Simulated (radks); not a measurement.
Values are calculated unless marked as measured or tabulated.
All-electron atom: Mn4+ in [Ar] 3d3. Level of theory: scalar-relativistic Kohn-Sham, LDA (Slater exchange, Perdew-Zunger correlation), spin-polarised, spherical densities, point nucleus; open shells are filled with parallel spins first (a radial shooting solver on a logarithmic mesh with Libxc functionals).

Local quantities along the radius. ELF = 1/(1 + alpha^2) is the electron localisation function; alpha = (tau - tau_W)/tau_unif compares the Pauli kinetic energy density with that of the uniform gas (summed over spins); r v_xc is r times the local exchange-correlation potential of spin up (hartree bohr); 4 pi r^2 rho is in e/bohr; s = |grad rho|/(2 (3 pi^2)^(1/3) rho^(4/3)) is the reduced gradient. tau is taken from the large components.

r (bohr),ELF,alpha,r v_xc,4 pi r^2 rho,s
0.004378,1.000,0.01738,-0.09100,2.211,0.4449
0.005656,1.000,0.01874,-0.1148,3.431,0.4418
0.007306,1.000,0.02081,-0.1439,5.228,0.4442
0.009437,0.999,0.02396,-0.1789,7.777,0.4523
0.01219,0.999,0.02888,-0.2202,11.22,0.4668
0.01587,0.999,0.03718,-0.2691,15.70,0.4901
0.0205,0.997,0.05117,-0.3214,20.65,0.5229
0.02649,0.994,0.07725,-0.3756,25.47,0.5686
0.03421,0.983,0.1306,-0.4276,28.99,0.6302
0.0442,0.941,0.2505,-0.4718,30.00,0.7063
0.05709,0.778,0.5341,-0.5041,28.13,0.7753
0.07434,0.439,1.131,-0.5291,24.75,0.7558
0.09603,0.278,1.613,-0.5665,23.31,0.5495
0.124,0.401,1.223,-0.6422,26.08,0.3281
0.1602,0.682,0.6823,-0.7451,31.27,0.3141
0.207,0.823,0.4637,-0.8296,32.95,0.4444
0.2695,0.784,0.5249,-0.8526,26.60,0.6621
0.3482,0.399,1.227,-0.8128,16.62,0.8512
0.4497,0.158,2.307,-0.8105,11.44,0.5248
0.5809,0.484,1.032,-0.9309,12.92,0.2222
0.7504,0.794,0.5099,-1.051,14.26,0.3867
0.9771,0.798,0.5024,-1.057,10.65,0.6825
1.262,0.620,0.7823,-0.9329,5.180,1.140
1.63,0.253,1.718,-0.7254,1.619,2.018
2.106,0.040,4.900,-0.4928,0.3209,3.957
2.721,0.003,17.37,-0.2863,0.03889,8.999
3.543,0.000,92.28,-0.1321,0.002297,26.69

On this mesh the ELF has minima near r = 0.096, 0.45 bohr, which separate the shells, and maxima near 0.24 (0.83), 0.85 (0.82).

Self-consistent cycle (total energy in hartree, residual of the potential): 1: -1148.342787, 8e+00; 2: -1150.987653, 4e+00; 3: -1152.233072, 2e-01; 4: -1152.245898, 2e-01; 5: -1152.248941, 2e-02; 6: -1152.249011, 2e-03; 7: -1152.249013, 4e-04; 8: -1152.249013, 2e-05; 9: -1152.249013, 1e-05; 10: -1152.249013, 5e-06; 11: -1152.249013, 7e-07; 12: -1152.249013, 2e-07; 13: -1152.249013, 2e-09.
